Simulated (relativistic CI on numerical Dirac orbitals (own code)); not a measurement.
# Co3+: resonant inelastic scattering at the M2,3 edge

Computed with this model: Dirac-Coulomb-Breit CI, KLI orbitals optimised for each configuration, model QED, valence Slater integrals scaled by 0.8, Kramers-Heisenberg scattering through one core-hole configuration in a parametric crystal field; configurations [Ar] 3d6 → [Ne] 3s2 3p5 3d7; 300 K; core-hole width 0.48 eV; summed over polarisations. Incident energies are the highest absorption maxima for each field (at most a few, so the weaker spin-orbit partner edge can be absent), on the computed scale of the free ion. Intensities are in per cent of the strongest line above 0.02 eV; levels within 1 cm⁻¹ are merged; final levels count from the ground level, the first row holds all elastic scattering, lines under 0.4 are left out and each table stops after 24 rows. The scale of the Slater integrals is a model choice and moves the terms in proportion.

Field parameters in Wybourne normalisation: Oh B⁴₀ = 21Dq, B⁴₄ = √(5/14) B⁴₀. The field is a parameter set, without covalency.

S is read from ⟨S²⟩ = S(S + 1).

Oh, 10Dq = 4100 cm⁻¹:

| Final level (eV) | Degeneracy | Irrep | S | 65.9 eV | 66.8 eV | 67.3 eV |
| --- | --- | --- | --- | --- | --- | --- |
| 0.000 | 3 | T2 | 2.00 | 118.0 | 135.2 | 147.3 |
| 0.031 | 2 | E | 2.00 | 26.9 | 15.3 | 20.1 |
| 0.035 | 3 | T1 | 2.00 | 23.5 | 30.0 | 28.3 |
| 0.075 | 1 | A1 | 2.00 | 8.9 | 16.1 | 13.1 |
| 0.086 | 3 | T1 | 2.00 | 18.6 | 79.7 | 28.6 |
| 0.094 | 3 | T2 | 2.00 | 11.6 | 100.0 | 24.8 |
| 0.568 | 1 | A2 | 2.00 | 8.2 | 5.9 | 14.3 |
| 0.571 | 3 | T2 | 2.00 | 29.8 | 26.6 | 57.1 |
| 0.573 | 2 | E | 2.00 | 16.4 | 20.1 | 50.3 |
| 0.576 | 3 | T1 | 2.00 | 27.2 | 34.0 | 86.3 |
| 0.579 | 1 | A1 | 2.00 | 7.7 | 10.9 | 33.1 |
| 2.271 | 3 | T2 | 1.00 | 0.2 | 0.8 | 0.4 |
| 2.999 | 2 | E | 1.00 | 0.3 | 0.7 | 0.3 |
| 3.001 | 3 | T2 | 1.00 | 0.6 | 1.4 | 0.5 |
| 3.120 | 3 | T1 | 1.00 | 0.1 | 0.5 | 0.5 |
| 3.305 | 3 | T2 | 1.00 | 0.9 | 0.4 | 0.2 |
| 3.396 | 3 |  | 0.98 | 0.1 | 0.4 | 0.3 |
| 3.842 | 3 |  | 0.77 | 0.1 | 0.4 | 0.4 |
| 4.308 | 3 |  | 0.96 | 0.9 | 0.4 | 0.4 |
| 4.325 | 3 |  | 0.93 | 0.7 | 0.7 | 0.3 |
| 4.608 | 3 |  | 0.98 | 0.7 | 1.0 | 0.8 |
| 4.618 | 3 |  | 1.00 | 1.0 | 0.8 | 0.7 |

Oh, 10Dq = 9300 cm⁻¹:

| Final level (eV) | Degeneracy | Irrep | S | 62.7 eV | 66.7 eV | 67.8 eV |
| --- | --- | --- | --- | --- | --- | --- |
| 0.000 | 3 | T2 | 2.00 | 30.4 | 224.7 | 71.5 |
| 0.033 | 2 | E | 2.00 | 2.4 | 32.9 | 8.4 |
| 0.036 | 3 | T1 | 2.00 | 2.7 | 73.2 | 15.3 |
| 0.081 | 1 | A1 | 2.00 | 0.8 | 24.1 | 4.7 |
| 0.088 | 3 | T1 | 2.00 | 2.5 | 93.3 | 13.0 |
| 0.092 | 3 | T2 | 2.00 | 3.4 | 100.0 | 13.2 |
| 1.210 | 1 | A2 | 2.00 | 2.8 | 7.5 | 10.8 |
| 1.211 | 3 | T2 | 2.00 | 5.5 | 24.3 | 46.9 |
| 1.211 | 2 | E | 2.00 | 3.2 | 15.2 | 47.5 |
| 1.212 | 3 | T1 | 2.00 | 3.0 | 17.2 | 80.1 |
| 1.212 | 1 | A1 | 2.00 | 0.7 | 5.1 | 32.4 |
| 1.708 | 2 | E | 1.00 | 0.2 | 1.1 | 0.1 |
| 1.715 | 3 | T2 | 1.00 | 0.4 | 1.8 | 0.3 |
| 1.778 | 3 | T1 | 1.00 | 0.2 | 0.6 | 0.2 |
| 2.238 | 3 | T2 | 1.00 | 0.6 | 0.1 | 0.2 |
| 2.680 | 3 | T1 | 0.91 | 0.2 | 0.5 | 0.1 |
| 3.156 | 2 | E | 1.00 | 0.1 | 0.9 | 0.2 |
| 3.161 | 3 | T2 | 1.00 | 0.1 | 1.7 | 0.3 |
| 3.220 | 3 | T1 | 1.00 | 0.2 | 1.1 | 0.1 |
| 3.678 | 3 | T2 | 0.73 | 0.6 | 0.6 | 0.0 |
| 3.713 | 2 | E | 0.96 | 0.2 | 0.4 | 0.1 |
| 3.736 | 3 | T1 | 1.00 | 0.7 | 1.2 | 0.2 |
| 3.738 | 3 | T2 | 0.52 | 0.4 | 0.5 | 0.1 |
| 3.837 | 3 |  | 0.98 | 0.6 | 0.6 | 0.0 |

For the first field the strongest loss at the lowest incident energy is the level at 0.57 eV (S = 2.00, against 2.00 in the thermal ground state).
